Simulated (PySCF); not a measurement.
C4H14Si2, SMILES [Si](C[SiH3])(C)(C)C, singlet (GFN2-xTB optimised geometry):

```
20

C     -0.921    -1.557    -1.572
Si    -0.292    -0.672     0.000
C      1.615    -0.672     0.000
C     -0.928     1.126     0.000
C     -0.941    -1.596     1.543
Si    -0.546    -0.821     3.230
H     -0.587    -2.590    -1.607
H     -2.006    -1.563    -1.616
H     -0.561    -1.067    -2.472
H      2.011    -0.177    -0.882
H      2.006    -0.155     0.870
H      2.011    -1.682     0.013
H     -2.011     1.162     0.068
H     -0.640     1.649    -0.907
H     -0.528     1.682     0.842
H     -2.023    -1.699     1.459
H     -0.546    -2.613     1.531
H     -1.168     0.501     3.341
H     -1.073    -1.676     4.300
H      0.903    -0.690     3.406
```

Level of theory: PBE/def2-SVP run with PySCF.

Q: What are the frontier orbital energies and the dipole moment?

A: HOMO-2 -7.04 eV, HOMO-1 -6.98 eV, HOMO -6.80 eV, LUMO 0.28 eV, LUMO+1 0.85 eV; dipole moment 0.83 D.

Meta-Löwdin charges at PBE/def2-SVP: C1 -0.55, Si2 0.86, C3 -0.55, C4 -0.55, C5 -0.63, Si6 0.44, H7 0.11, H8 0.11, H9 0.11, H10 0.11, H11 0.11, H12 0.11, H13 0.11, H14 0.11, H15 0.11, H16 0.12, H17 0.12, H18 -0.09, H19 -0.09, H20 -0.09.
